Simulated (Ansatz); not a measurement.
Geometry optimisation, RKS LDA/6-31G* (Ansatz).

input.yaml

```yaml
crystal:
  periodic: [false, false, false]
  atoms:
    - { symbol: C, position_ang: [-0.4608, -0.5472, 1.3792] }
    - { symbol: C, position_ang: [0.2545, -0.1881, 0.0921] }
    - { symbol: O, position_ang: [0.7263, -1.4057, -0.4607] }
    - { symbol: C, position_ang: [-0.5983, 0.464, -0.9326] }
    - { symbol: "N", position_ang: [-0.8253, -0.09, -2.1171] }
    - { symbol: C, position_ang: [1.4247, 0.744, 0.4236] }
    - { symbol: O, position_ang: [1.4273, 1.9525, 0.2982] }
    - { symbol: H, position_ang: [-1.3068, -1.1638, 1.1557] }
    - { symbol: H, position_ang: [0.1383, -0.9865, 2.1417] }
    - { symbol: H, position_ang: [-0.9108, 0.405, 1.8562] }
    - { symbol: H, position_ang: [0.541, -1.3612, -1.3865] }
    - { symbol: H, position_ang: [-1.1752, 1.3921, -0.6307] }
    - { symbol: H, position_ang: [-1.5288, 0.5161, -2.6689] }
    - { symbol: H, position_ang: [2.2812, 0.2395, 0.8787] }
basis:
  gaussian: { orbitals: "6-31G*" }
hamiltonian:
  xc: lda
relax:
  f_tol: 0.02
  max_steps: 50
```

Run as:

```bash
$ ansatz run input.yaml --threads 2 --pin off --max-ram 3072MiB --backend cpu --events-out ev --progress --plain --runs-dir out
```

**Question.** Where does it end, and by what steps?

**Answer.** The forces met the threshold. The force dipped under the threshold on the way, but the program's further checks kept it going. After 27 steps the energy has fallen by 0.604 eV; H14 moved furthest, 1.15 Å.

| step | energy less start (eV) | largest force component (eV/Å) | accepted |
| --- | --- | --- | --- |
| 0 | 0.0000 | 3.202 | yes |
| 1 | -0.3586 | 1.674 | yes |
| 2 | -0.4742 | 0.853 | yes |
| 3 | -0.5174 | 0.366 | yes |
| 4 | -0.5281 | 0.108 | yes |
| 5 | -0.5300 | 0.147 | yes |
| 6 | -0.5348 | 0.181 | yes |
| 7 | -0.5225 | 1.686 | no |
| 8 | -0.5440 | 0.234 | yes |
| 9 | -0.5497 | 0.532 | yes |
| 10 | -0.5655 | 0.294 | yes |
| 11 | -0.5621 | 0.152 | no |
| 12 | -0.5711 | 0.093 | yes |
| 13 | -0.5790 | 0.074 | yes |
| 14 | -0.5848 | 0.409 | yes |
| 15 | -0.5895 | 0.190 | yes |
| 16 | -0.5963 | 0.234 | yes |
| 17 | -0.5987 | 0.239 | yes |
| 18 | -0.5980 | 0.334 | no |
| 19 | -0.6020 | 0.072 | yes |
| 20 | -0.6031 | 0.140 | yes |
| 21 | -0.6038 | 0.098 | yes |
| 22 | -0.6041 | 0.046 | yes |
| 23 | -0.6040 | 0.063 | no |
| 24 | -0.6043 | 0.016 | yes |
| 25 | -0.6043 | 0.024 | yes |
| 26 | -0.6043 | 0.018 | no |
| 27 | -0.6044 | 0.004 | yes |

```xyz
14
Properties=species:S:1:pos:R:3
C -0.569 -0.440 1.405
C 0.232 -0.228 0.135
O 0.776 -1.398 -0.368
C -0.611 0.430 -0.921
N -0.625 -0.147 -2.056
C 1.368 0.763 0.403
O 1.313 1.668 1.204
H -1.500 -0.995 1.198
H 0.041 -1.026 2.115
H -0.799 0.537 1.867
H 0.446 -1.422 -1.317
H -1.141 1.363 -0.646
H -1.216 0.323 -2.758
H 2.272 0.544 -0.232
```

Whether the end is a true minimum wasn't checked by a vibrational analysis.

The run took 57 s on 2 threads of Arm Neoverse V1, on a shared host, peak memory 0.16 GiB.
